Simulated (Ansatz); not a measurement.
Consider the hydrogenolysis of a C–C bond: `FCC(F)(C(F)F)C(F)(F)F` + H₂ → `FC(F)C(F)C(F)(F)F` + fluoromethane.

Computed with Ansatz on PBE0-D4/def2-TZVP structures; ΔE is electronic, products minus reactants. CBS: MP2 limit from def2 TZ/QZ plus the TZ coupled-cluster correction, frozen cores. This one scheme is used for every species. DFT in def2-TZVPP. HSE06 is defined as in plane-wave codes. One conformer a species, not always the lowest.

(1) Is it downhill or uphill in electronic energy at CCSD(T)/CBS, and by how much? (Best estimate.)

(2) What do these levels give: BLYP-D4, r2SCAN0-D4, HSE06-D4, BHLYP-D4, BLYP, HSE06, CAM-B3LYP, LC-ωPBE, CCSD(T)/def2-TZVPP, HF/def2-QZVPP, SCS-MP2/def2-QZVPP, HF/CBS(def2)? (Best estimate.)

Largest T1 diagnostic among the species: 0.012.

Results:

(1) Ansatz gave: Downhill: ΔE = -11.1 kcal/mol.

(2) The calculation gave: BLYP-D4 -11.6, r2SCAN0-D4 -11.0, HSE06-D4 -12.1, BHLYP-D4 -13.2, BLYP -16.0, HSE06 -13.8, CAM-B3LYP -13.8, LC-ωPBE -13.3, CCSD(T)/def2-TZVPP -10.6, HF/def2-QZVPP -18.7, SCS-MP2/def2-QZVPP -12.3, HF/CBS(def2) -18.8 kcal/mol.

From r2SCAN to r2SCAN0 (25 % exact exchange), in def2-TZVPP and without D4, ΔE moves by −1.2 kcal/mol. The D4 term adds +3.3 kcal/mol with B3LYP and +1.8 kcal/mol with PBE0; it sums over pairs of atoms, weighted by their polarisabilities, and B3LYP, whose exchange is more repulsive, gets the larger term.

B3LYP here is the variant with VWN-RPA as its local correlation; programs differ in this.
